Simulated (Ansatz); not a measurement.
`OP[SiH3]` + `N[SiH2]SS` → `OPS` + `N[SiH2]S[SiH3]`  (redistribution)

Gas-phase electronic energies from Ansatz, PBE0-D4/def2-TZVP geometries. CCSD(T)/CBS adds triple-zeta CCSD(T) − MP2 to the extrapolated MP2 energy (def2 sets, frozen cores). Functionals use def2-TZVPP. B3LYP here is the variant with VWN-RPA as its local correlation; programs differ in this. One conformer a species, not always the lowest.

(1) Is it downhill or uphill in electronic energy at CCSD(T)/CBS, and by how much? (Estimate.)

(2) What do these levels give: PBE0-D4, B3LYP-D4, ωB97X-V, ωB97M-V, r2SCAN, PBE0, B3LYP, HF/def2-QZVPP, SCS-MP2/def2-QZVPP, HF/CBS(def2), MP2/CBS(def2), CCSD/CBS(def2)? (Best estimate.)

Largest T1 diagnostic among the species: 0.014.

Answers

(1) Computed: Downhill: ΔE = -125.3 kJ/mol.

(2) The calculation gave: PBE0-D4 -120.4, B3LYP-D4 -117.5, ωB97X-V -121.4, ωB97M-V -124.3, r2SCAN -125.9, PBE0 -120.7, B3LYP -117.9, HF/def2-QZVPP -127.5, SCS-MP2/def2-QZVPP -130.4, HF/CBS(def2) -127.6, MP2/CBS(def2) -134.9, CCSD/CBS(def2) -125.0 kJ/mol.

From PBE to PBE0 (25 % exact exchange), in def2-TZVPP and without D4, ΔE moves by −5.1 kJ/mol.
